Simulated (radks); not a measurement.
Species: the mercury ion Hg4+. Configuration: [Kr] 4d10 4f14 5s1.75 5p6 5d8 6s0.25 (fractional occupations, a model configuration).

Method: Dirac Kohn-Sham, PBE, spin-unpolarised, spherical densities, finite nucleus; open shells fill j = l - 1/2 first; Fermi nuclear charge, rms radius 5.4648 fm; computed with a radial shooting solver on a logarithmic mesh with Libxc functionals.

Energy parts (eV):
total: -534760.11
kinetic: 616483.81
electron-nucleus: -1344779.15
Hartree: 203654.00
exchange-correlation: -10118.77

Orbitals (lengths in bohr, moments of r in powers of bohr; <r^-3> diverges for s and p1/2; r(max) is where P^2 peaks):
orbital  occ.  eigenvalue (eV)   r(max)  <r^-3>      <r^2>
1s1/2       2        -83049.84  0.01022       -  0.0003810
2s1/2       2        -14752.03  0.05937       -   0.005741
2p1/2       2        -14160.49  0.04362       -   0.004054
2p3/2       4        -12212.90  0.05111   21440   0.005240
3s1/2       2        -3540.987   0.1670       -    0.03725
3p1/2       2        -3273.488   0.1558       -    0.03392
3p3/2       4        -2842.088   0.1709    5010    0.04031
3d3/2       4        -2397.569   0.1330   876.4    0.03086
3d5/2       6        -2305.123   0.1372   723.1    0.03259
4s1/2       2        -819.9521   0.3762       -     0.1800
4p1/2       2        -705.0497   0.3742       -     0.1832
4p3/2       4        -600.8677   0.4053    1214     0.2154
4d3/2       4        -412.6726   0.3976   191.2     0.2262
4d5/2       6        -393.2408   0.4071   154.2     0.2375
4f5/2       6        -151.0367   0.3642   32.76     0.2758
4f7/2       8        -146.8339   0.3688   31.10     0.2835
5s1/2    1.75        -169.8299   0.8272       -     0.9014
5p1/2       2        -131.5527   0.8705       -      1.041
5p3/2       4        -112.7508   0.9474   216.4      1.243
5d3/2       4         -59.6238    1.111   22.79      1.963
5d5/2       4         -57.3593    1.142   18.06      2.078
5f5/2       0         -18.6519    2.532  0.5779      10.02
5f7/2       0         -18.5852    2.553  0.5548      10.14
6s1/2    0.25         -46.2188    1.925       -      4.929
6p1/2       0         -36.7500    2.169       -      6.329
6p3/2       0         -33.8318    2.356   34.39      7.325
6d3/2       0         -21.8504    3.130   3.655      12.71
6d5/2       0         -21.4799    3.190   3.018      13.14

The highest occupied level is 6s1/2 at -46.219 eV. Summed over all electrons, <r^2> = 34.53 bohr^2, which gives a Langevin (diamagnetic) susceptibility term of -27.3 x 10^-6 cm^3/mol.
